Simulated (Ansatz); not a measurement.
`[OH][AlH][SiH2][SeH]` + `N[SiH3]` → `[OH][AlH][NH][SiH3]` + `[SiH3][SeH]`  (cleavage of the Al–Si bond)

Isolated molecules relaxed with PBE0-D4/def2-TZVP in Ansatz; ΔE leaves out vibrations. CCSD(T)/CBS is the MP2 limit (def2-TZVPP, def2-QZVPP) plus CCSD(T) − MP2 in def2-TZVPP, frozen cores. This one scheme is used for every species. DFT in def2-TZVPP. For Se outer-core shells are correlated without core-valence functions, which leaves a few kJ/mol of doubt a bond. Scalar relativity is left out up to krypton. One conformer a species, not always the lowest.

CCSD(T)/CBS gives -0.99 eV.

(1) Another level gave -0.84 eV. Which?
A. PBE0/def2-TZVPP
B. SCS-MP2/def2-TZVPP
C. BHLYP-D4/def2-TZVPP
D. r2SCANh/def2-TZVPP

Largest T1 diagnostic among the species: 0.012.

Answers

(1) A. PBE0 -0.84, r2SCANh -0.97, BHLYP-D4 -1.04, SCS-MP2/def2-TZVPP -1.11 eV.

Leaving LDA and LC-ωPBE aside and taking each functional with its dispersion term where it has one, the values, not all of them listed here, spread over 0.26 eV, from BHLYP-D4 to PBE-D4. From PBE to PBE0 (25 % exact exchange), in def2-TZVPP and without D4, ΔE moves by −0.05 eV. In def2-TZVPP, CCSD(T) changes the Hartree–Fock value by +0.13 eV (the triples alone add +0.02 eV) and MP2 by +0.06 eV.
